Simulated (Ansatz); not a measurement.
`C[O][Al]([F])[SiH3]`. The species carries charge 0 and has multiplicity 1.

```xyz
11

C    -1.603   -1.086    0.922
O    -1.575   -0.061   -0.027
Al   -0.428    0.863   -0.824
F    -0.995    1.982   -1.892
Si    1.975    0.641   -0.489
H    -2.103   -1.966    0.507
H    -2.164   -0.764    1.805
H    -0.599   -1.387    1.248
H     2.276   -0.439    0.491
H     2.660    0.308   -1.768
H     2.556    1.910    0.028
```

(1) List the harmonic frequencies (cm⁻¹, unscaled) at PBE0-D4/def2-TZVP in Ansatz. (Estimate.)

(2) Is this a minimum?

(3) Give the ideal-gas thermochemistry at 298.15 K and 1 bar (rigid rotor, harmonic oscillator; point group Cs, symmetry number 1).

(4) And at 400, 500, 600, 800 and 1000 K?

(5) Rotational constants (cm⁻¹)?

Answers

(1) Computed: 37, 69, 88, 108, 147, 200, 225, 376, 457, 467, 707, 854, 877, 937, 938, 1182, 1192, 1240, 1487, 1494, 1502, 2208, 2218, 2219, 3007, 3073, 3090.

(2) Yes, all 27 modes are real.

(3) Zero-point energy 181.8 kJ/mol; H(298) − E = 207.8 kJ/mol; entropy 397.4 J/(mol·K), of which translation 167.3, rotation 117.4, vibration 112.7; G(298) − E = 89.3 kJ/mol. Modes under 100 cm⁻¹ are hindered rotations or soft bends, so the harmonic entropy is rough.

(4) 
```tsv
T (K)	H − E (kJ/mol)	S (J/mol/K)	G − E (kJ/mol)
400	221.2	435.9	46.8
500	236.0	469.1	1.5
600	252.4	498.8	-46.9
800	288.6	550.8	-152.0
1000	328.4	595.1	-266.7
```

(5) 0.1067, 0.06727, 0.0422.
